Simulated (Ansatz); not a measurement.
F6Si (SMILES F[Si-2](F)(F)(F)(F)F), charge -2, singlet, at a GFN2-xTB geometry (a gas-phase anion, which may not be bound at this level). Base run: B3LYP/6-311G** run with Ansatz (an electronic-structure program).

Geometry (Å):
```xyz
7

F      0.3988    -1.6543    -0.1646
Si     0.0000     0.0000     0.0000
F      1.1750     0.4003    -1.1756
F     -1.1750    -0.4003     1.1756
F      1.1761     0.1611     1.2304
F     -0.3988     1.6543     0.1646
F     -1.1761    -0.1611    -1.2304
```
Charge -2, spin multiplicity 1.
All else is at Ansatz's defaults.
Base energy -889.03097 Eh.

Variants of this job, named by their change:

```tsv
change	ΔE vs base (mEh)
base	0.000
lower_state_search = off	0.000
point_charge = charge:-1.0 position_ang:-0.5745, 4.0826, 2.2767	223.4
point_charge = charge:1.0 position_ang:0.7799, 1.6468, -4.3429	-226.3
lower_state_search = full	0.000
final_grid = 6, 12, 29	0.004
point_charge = charge:0.5 position_ang:4.405, 1.5603, 0.5852	-112.4
nuclear_model = gaussian	[?]
lower_state_search = light	0.000
fitting.mean_field = cc-pVTZ-JKFIT	0.036
final_grid = 10, 20, 41	-0.001
```

Q: Some entries are withheld; supply them.

A: 
- nuclear_model = gaussian, ΔE vs base (mEh): 0.308

A gas-phase anion may not be bound at this level; its values then depend on the basis.
